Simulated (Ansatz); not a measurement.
The same ligand exchange along the group O, S, Se.

Calculated with Ansatz (gas phase, PBE0-D4/def2-TZVP geometries, no zero-point term in ΔE). CCSD(T)/CBS is the MP2 limit (def2-TZVPP, def2-QZVPP) plus CCSD(T) − MP2 in def2-TZVPP, frozen cores. This one scheme is used for every species. DFT in def2-TZVPP. B3LYP here is the variant with VWN-RPA as its local correlation; programs differ in this. Elements past krypton have def2 core potentials. For Se, Sn outer-core shells are correlated without core-valence functions, which leaves a few kJ/mol of doubt a bond. Scalar relativity is left out up to krypton. Each species was taken in one conformer, which may not be the lowest.

```
                                                      reaction  MP2/CBS(def2) (kcal/mol)  B3LYP-D4 (kcal/mol)  ωB97X-V (kcal/mol)  CCSD(T)/CBS(def2) (kcal/mol)
  `[OH][Sn]([F])([F])[F]` + H–F → `[F][Sn]([F])([F])[F]` + H₂O                      -2.5                 -3.8                -4.2                          -3.1
  `[F][Sn]([F])([F])[SH]` + H–F → `[F][Sn]([F])([F])[F]` + H₂S                      10.1                  8.1                 6.2                           8.6
`[F][Sn]([F])([F])[SeH]` + H–F → `[F][Sn]([F])([F])[F]` + H₂Se                      15.7                 13.3                10.8                          13.8
```

Largest T1 diagnostic: 0.015, for `[F][Sn]([F])([F])[F]`.
